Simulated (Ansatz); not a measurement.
Al2F4H4N2 (`[F][Al-]1([F])[NH2+][Al-]([F])([F])[NH2+]1`) at its PBE0-D4/def2-TZVP geometry, where that method's forces vanish. Total charge 0; spin multiplicity 1.

```xyz
12

F     0.6551   -1.2420   -2.2076
Al    0.1793    0.0927   -1.3607
F    -0.0849    1.5357   -2.1175
N     1.2918    0.3382    0.1933
Al   -0.1793   -0.0929    1.3607
F     0.0855   -1.5368    2.1157
F    -0.6550    1.2407    2.2093
N    -1.2920   -0.3375   -0.1932
H     2.0793   -0.2989    0.2536
H     1.6589    1.2776    0.3057
H    -1.6596   -1.2767   -0.3057
H    -2.0793    0.3000   -0.2535
```

What forces (eV/Å) does r2SCAN-D4/def2-TZVPP give on these atoms in Ansatz 0.2.0? (An estimate is asked.)

Ansatz gave: 
```
F1   0.012 -0.037 -0.018
Al2 -0.004 -0.003  0.029
F3  -0.008  0.039 -0.015
N4  -0.023 -0.006 -0.003
Al5  0.004  0.002 -0.029
F6   0.008 -0.039  0.016
F7  -0.012  0.037  0.018
N8   0.023  0.006  0.003
H9   0.035  0.020  0.006
H10  0.040  0.000  0.005
H11 -0.040  0.000 -0.005
H12 -0.035 -0.019 -0.006
```
